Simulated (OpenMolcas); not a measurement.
## Ag2+: effect of the metal basis

Ag2+ with its 6 nearest fluoride ions at 2.215 Å, on the Cd site of idealised cubic KCdF3 (a = 4.302 Å, distance in the model lattice 2.151 Å). The rest of the host is ab initio model potentials to 7.6 Å and point charges beyond; the distance is set by hand and nothing relaxes.

| Property | Result |
| --- | --- |
| Program | OpenMolcas 26.06 |
| Method | SS-CASPT2, IPEA 0.25 Eh, imaginary shift 0.1 Eh (closed shells correlated: 4s 4p and the ligand valence shells) |
| Spin-orbit coupling | RASSI with atomic mean-field integrals over the reference wave functions |

Fixed: ligand basis ANO-RCC-VDZP, active space 9 electrons in 5 orbitals (4d), DKH2 Hamiltonian.

States (labels of O, the rotations of Oh). Energies in cm-1 above the lowest state or level, χT in cm3 K/mol; 10Dq is the gap between the two states.

```csv
Run,Metal basis,Ground state,First state of that spin,10Dq,First gap with spin-orbit (degeneracies),χT at 300 K,Cost
A,ANO-RCC-VDZP,2E,2T2 12730,12733,"11310 (4, 2)",0.574,roughly 15 core-seconds
B,ANO-RCC-VTZP,2E,2T2 12300,12299,"10910 (4, 2)",0.579,roughly 26 core-seconds
```

Against A, |10Dq| changes by -3.4 % in B.

Costs are those of the CASPT2 steps.

Over all roots computed the reference weight is 0.73 to 0.74 in A, 0.73 in B; a low but even weight reflects the number of correlated electrons. An orbital doublet at a regular site is open to a Jahn-Teller distortion, which this geometry leaves out. Ligand-to-metal charge-transfer states are missing. With one d shell and no ligand orbital active, 10Dq can be off by a tenth or more. Free-ion shares, where given, are those of the reference states; single-state CASPT2 does not remix them. No measured value stands beside these numbers; the geometry was set by hand and not optimised.
